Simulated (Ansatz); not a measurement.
Input for Ansatz (a program for electronic structure): R-CCSD(T)/def2-TZVPP on ZnF+, 2S+1 = 1, a spin state set in the input, which need not be the lowest, a point of a bond scan (R = 1.712 Å). Charge +1.

Ansatz 0.2 input:
```yaml
crystal:
  periodic: [false, false, false]
  atoms:
    - {symbol: Zn, position_ang: [0.00000000, 0.00000000, 0.00000000]}
    - {symbol: F, position_ang: [0.00000000, 0.00000000, 1.71238800]}
basis:
  gaussian:
    orbitals: def2-TZVPP
total_charge: 1
magnetization: {spin_polarized: false}
correlation: {method: ccsd_t, electrons: valence}
output: {orbitals: {seedname: ./end}}
```

Q: Predict the final total energy.

A: -1877.9650 hartree (reference determinant -1876.9770, T1 diagnostic 0.020).
